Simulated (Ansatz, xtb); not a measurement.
# Relative energy of two structures of C2H2OSi−

We compare a, the doublet with the links of `C#C[SiH][O-]`, with b, a doublet given by its coordinates. Both are isolated ions in the gas phase, relaxed with r2SCAN-D4/def2-SVPD.

a (Å):

```xyz
6

C    -0.1535   -2.2634   -1.8595
C    -0.4794   -1.2013   -1.3245
O    -1.3813    0.4364    0.9909
Si   -1.2055    0.3586   -0.5899
H     0.1262   -3.1924   -2.3186
H    -0.3529    1.4369   -1.2541
```

b (Å):

```xyz
6

C    -0.6876   -1.1011   -0.7376
C    -1.0570   -1.9280    0.1558
O    -1.3782   -2.6966    1.0348
Si   -0.5086   -0.1880   -2.2267
H    -0.7797    1.3011   -2.0890
H     0.8846   -0.2370   -2.8320
```

Close contacts (Å): C1–C2 1.27, C1–Si4 1.76, C2–O3 1.21, Si4–H5 1.52, Si4–H6 1.52.

Quicker runs give these differences E(b) − E(a): GFN2-xTB +10.86 kcal/mol; HF/STO-3G −42.53 kcal/mol (at GFN2-xTB geometries); r2SCAN-D4/def2-SVPD//GFN2-xTB −11.74 kcal/mol.

**Question.** Estimate which is lower in electronic energy at CCSD(T)/def2-SVPD, and by roughly how much.

**Answer.** The CCSD(T)/def2-SVPD calculation puts structure a lower, by 1.13 kcal/mol.

The same difference at several levels:

```csv
level,geometry,E(b) − E(a) (kcal/mol),departure from the last row (kcal/mol),"job, with rough time for the two"
GFN2-xTB,GFN2-xTB,+10.86,+9.74,"optimisation, 0.15 s"
HF/STO-3G,GFN2-xTB,−42.53,−43.66,"single point, 0.24 s"
r2SCAN-D4/def2-SVPD//GFN2-xTB,GFN2-xTB,−11.74,−12.87,"single point, 3 s"
r2SCAN-D4/def2-SVPD,r2SCAN-D4/def2-SVPD,−7.52,−8.65,"optimisation, 60 s"
HF/def2-SVPD,r2SCAN-D4/def2-SVPD,−3.25,−4.37,part of the CCSD(T) run
MP2/def2-SVPD,r2SCAN-D4/def2-SVPD,−0.51,−1.64,part of the CCSD(T) run
CCSD(T)/def2-SVPD,r2SCAN-D4/def2-SVPD,+1.13,,"single point, 27 s"
```

HF/STO-3G, r2SCAN-D4/def2-SVPD//GFN2-xTB, r2SCAN-D4/def2-SVPD, HF/def2-SVPD, MP2/def2-SVPD put the two in the other order. The largest departure from CCSD(T)/def2-SVPD is that of HF/STO-3G, 43.66 kcal/mol.

With harmonic frequencies from r2SCAN-D4/def2-SVPD (ideal gas, rigid rotor, one conformer each, 298.15 K, 1 atm): on the last row, ΔE + ΔZPE = +0.55, ΔH = +0.52, ΔG = +0.43 kcal/mol. In free energy the two are nearly level.

Open shells are spin-unrestricted, with notable spin contamination under HF/STO-3G, HF/def2-SVPD, MP2/def2-SVPD, CCSD(T)/def2-SVPD. The correlated steps freeze 8 core orbitals. Mirror images aren't counted in ΔG. Codes used: Ansatz 0.2.0, xtb 6.7.1; the last row on 2 threads of Intel(R) Xeon(R) 6975P-C (Granite Rapids) on a shared host.
